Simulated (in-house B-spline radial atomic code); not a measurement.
Results of a calculation; reference values are marked as such.
## C in an electron gas of r_s = 3.3: phase shifts, screening and friction

A nucleus sits in a uniform electron gas with a rigid positive background. The Kohn-Sham equations are solved self-consistently in the spin-unpolarised LDA (PW92), non-relativistic, on B-splines with outgoing waves at the boundary and partial waves to l = 8. The model has no lattice, no bands and no magnetic solution. Atomic units; δ_l are the phase shifts at the Fermi level, counted so that each bound state adds π, and good to about 0.0005.

The density parameter is r_s = 3.3 bohr.

```csv
l,δ_l (rad)
0,4.7977
1,1.6191
2,-0.0427
3,-0.0024
4,0.0004
5,0.0001
6,0.0002
7,0.0001
8,0.0001
```

Bound levels below the band bottom (hartree): s -9.492, s -0.1407.

Problem. Check the Friedel sum rule, and say where the screening charge sits.

Solution. k_F = (9π/4)^(1/3)/r_s = 0.58156. The rule is Z = (2/π) Σ (2l + 1) δ_l. The terms are s 3.054, p 3.092, d -0.136, f -0.011 and 0.007 beyond, in all 6.007 against Z = 6. Bound states hold 4 s, 0 p, 0 d electrons, so the scattering states carry 2.01 in all; where a term is smaller than its bound count, the bound level has drawn weight out of the band.

Problem. Find the transport cross section and the electronic stopping of a 5 keV C ion (mass 12.01 u).

Solution. σ_tr = (4π/k_F²) Σ (l + 1) sin²(δ_l − δ_(l+1)). The terms for l = 0 to 3 are 0.0014, 1.9835, 0.0049, 0.0000, all together 1.9898, so σ_tr = 37.155 × 1.9898 = 73.929 bohr². With n = 3/(4π r_s³) = 0.006643, the friction coefficient is Q = n k_F σ_tr = 0.2856. For v well below v_F = 0.582, dE/dx = Q v; with 24801 eV per u at v = 1, v = √(5000/(24801 × 12.01)) = 0.1296, so dE/dx = 0.03701 hartree/bohr = 19 eV/nm. The largest term couples the p and d waves.
